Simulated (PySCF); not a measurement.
A GIAO shielding run with PySCF (density fitting, non-relativistic, gas phase) on SMILES [SiH3]N(/C=C/C=C)[SiH2]F, C$_{4}$H$_{10}$FNSi$_{2}$:

```
$ OMP_NUM_THREADS=1 python probes_run.py task.json out

{"job": {"kind": "nmr", "xc": "PBE0", "basis": "pcSseg-1"}, "charge": 0, "multiplicity": 1}
C      3.569636    -0.096384    -0.353820
C      2.431626    -0.585406     0.133916
C      1.141440     0.023528    -0.058505
C      0.016295    -0.495974     0.445790
N     -1.258512     0.028635     0.317131
Si    -1.493086     1.533745    -0.554425
Si    -2.620548    -0.839980     0.958639
F     -2.048176    -2.058332     1.834369
H      4.516393    -0.579933    -0.187346
H      3.588970     0.809847    -0.936866
H      2.442936    -1.498262     0.716685
H      1.115199     0.935924    -0.638160
H      0.072010    -1.412776     1.016963
H     -1.088685     1.349232    -1.948121
H     -0.725493     2.584440     0.112246
H     -2.928114     1.793771    -0.466132
H     -3.350109    -0.009543     1.900137
H     -3.390542    -1.476214    -0.098438
```

Hardware: 1 thread of an Intel Xeon Platinum 8375C, shared host. The job also computes population analyses, field gradients.

(1) How large is the calculation?

(2) How long does it take, and how much memory does it need?

Results:

(1) 78 electrons, 200 basis functions and 1079 auxiliary functions.

(2) 36 s of wall time, with 14 SCF cycles and 5 response iterations; peak memory 0.89 GiB. Times on a shared host scatter by some tens of per cent.
